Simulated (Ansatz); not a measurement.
Relaxation of C₃H₃ClFNSi (10 atoms, charge 0, multiplicity 1), to a largest force component of 0.015 eV/Å in at most 40 steps.

Method: Ansatz, RKS PBE/STO-3G.

```xyz
10
Properties=species:S:1:pos:R:3:forces:R:3
C -0.112 -1.875 -0.027 -2.37 5.02 1.62
C 0.414 -0.792 -0.654 0.51 -2.08 0.46
F 1.375 -1.074 -1.548 1.94 -0.18 -1.94
Si 0.085 0.977 -0.424 -1.49 -0.37 -1.99
Cl -1.568 1.414 -1.635 -0.36 0.44 -0.52
C 0.332 1.943 0.977 4.18 4.49 1.15
N -0.573 1.149 1.323 -3.96 -3.30 1.77
H -0.919 -1.685 0.683 -0.21 -0.27 0.37
H 0.167 -2.826 -0.211 1.38 -4.37 -0.99
H 0.883 2.718 1.520 0.37 0.61 0.07
```

Question: Where does it end, and by what steps?

Answer: The run converged. Limits of this set-up: minimal basis. After 30 steps the energy has fallen by 1.046 eV; F3 moved furthest, 1.45 Å.

```tsv
step	energy less start (eV)	largest force component (eV/Å)	accepted
0	0.0000	5.025	yes
2	-0.8937	1.003	yes
4	-0.9789	0.481	yes
6	-1.0102	0.235	yes
8	-1.0189	0.098	yes
10	-1.0244	0.446	yes
12	-1.0346	0.254	yes
14	-1.0388	0.176	yes
16	-1.0415	0.095	yes
18	-1.0430	0.135	yes
20	-1.0445	0.114	yes
22	-1.0452	0.121	yes
24	-1.0459	0.068	yes
26	-1.0462	0.040	yes
28	-1.0464	0.032	yes
30	-1.0464	0.008	yes
```

```xyz
10
Properties=species:S:1:pos:R:3
C 0.303 -1.810 0.190
C 0.080 -0.911 -0.809
F 0.066 -1.289 -2.130
Si -0.235 0.916 -0.428
Cl -0.428 2.075 -2.177
C 0.086 1.707 1.134
N -1.240 1.436 1.057
H 0.309 -1.495 1.244
H 0.474 -2.877 -0.021
H 0.669 2.196 1.944
```

Whether the end is a true minimum wasn't checked by a vibrational analysis.

The run took 96 s on 1 thread of Arm Neoverse V2, on a shared host, peak memory 0.18 GiB.
